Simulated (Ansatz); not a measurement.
Correlation energies of GeH6OSi (`[SiH3][O][GeH3]`) by basis set

```xyz
9

Si    0.217    1.526    0.180
O    -0.677    0.161    0.111
Ge   -0.317   -1.555   -0.171
H     1.232    1.446    1.267
H    -0.698    2.665    0.443
H     0.938    1.758   -1.103
H    -1.669   -2.273   -0.106
H     0.638   -2.037    0.933
H     0.335   -1.692   -1.556
```

The species carries charge 0 and has multiplicity 1. Correlated methods include outer-core shells of Ge, which these sets cover unevenly. Scalar relativity is left out up to krypton. The geometry is a stationary point of PBE0-D4/def2-TZVP. Frozen core, restricted reference, the Gaussian-basis code of Ansatz.

| basis | HF (Eh) | MP2 corr. |
| --- | --- | --- |
| def2-SVP | -2442.28947 | -0.52224 |
| def2-TZVPP | -2442.76084 | -0.62755 |
| def2-QZVPP | -2442.81702 | -0.91964 |

(1) Estimate the CCSD correlation energy and the (T) correction in each basis where they were run (hartree).

## Answers

(1) 
```csv
basis,CCSD corr.,(T)
def2-SVP,-0.55598,-0.01306
def2-TZVPP,-0.66106,-0.02165
```
